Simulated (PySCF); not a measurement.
Bonds (- single, = double, # triple, : aromatic): O1=C2 1.202 Å, C2-C3 1.475 Å, C3:C4 1.394 Å, C4:C5 1.386 Å, C5:N6 1.322 Å, N6:C7 1.322 Å, C7:C8 1.385 Å, C8:C3 1.395 Å. C2 carries H9; C4 carries H10; C5 carries H11; C7 carries H12; C8 carries H13.

- σ from GIAO-PBE0/pcSseg-1
- geometry: GFN2-xTB
- program: PySCF 2.14
- averaged over atoms made equivalent by symmetry, fast rotation or ring inversion, non-relativistic, isolated molecule, a single conformation

Chemical shifts δ = σref − σ; TMS for 13C, 1H; 17O vs H2O; NH3 for 15N, all at this level.

| atoms | nucleus | count | Hirshfeld charge | δ (ppm) |
| --- | --- | --- | --- | --- |
| N6 | 15N | 1 | -0.15 | 383.4 |
| C3 | 13C | 1 | -0.01 | 145.6 |
| C4/C8 | 13C | 2 | -0.04 | ? |
| H9 | 1H | 1 | 0.04 | 10.30 |
| O1 | 17O | 1 | -0.21 | 691.4 |
| C2 | 13C | 1 | 0.13 | ? |
| H11/H12 | 1H | 2 | 0.06 | 9.34 |
| C5/C7 | 13C | 2 | 0.02 | 157.4 |
| H10/H13 | 1H | 2 | 0.06 | ? |

**Question.** Fill in the missing shifts.

**Answer.** 
- C2: 197.4 ppm, aldehyde carbonyl carbon; low-lying n→π* states of the double bond to the heteroatom give a large paramagnetic term (-253 ppm)
- C4/C8: 128.0 ppm, aromatic CH; the aromatic region
- H10/H13: 7.85 ppm, hydrogen on an aromatic CH; ring current plus the deshielding of an ortho carbonyl group

Shifts are as computed. Against solution values, carbons near 30 ppm lie about +3 ppm off and those near 130 ppm about +5 ppm. Of 246 compounds with measured shifts, 49 miss one by over three times the rms of a fit or turn the order of signals round; such compounds aren't used in these exercises. Unscaled 17O shifts of doubly bonded oxygen tend to come out too high, by tens of ppm or more. Experimental scales use liquid or dissolved standards, which lie at an offset from isolated NH3 (liquid NH3: subtract about 20 ppm) and H2O (liquid H2O: subtract about 36 ppm). Unscaled 15N shifts of sp2 nitrogen come out 20 to 40 ppm too high even then.
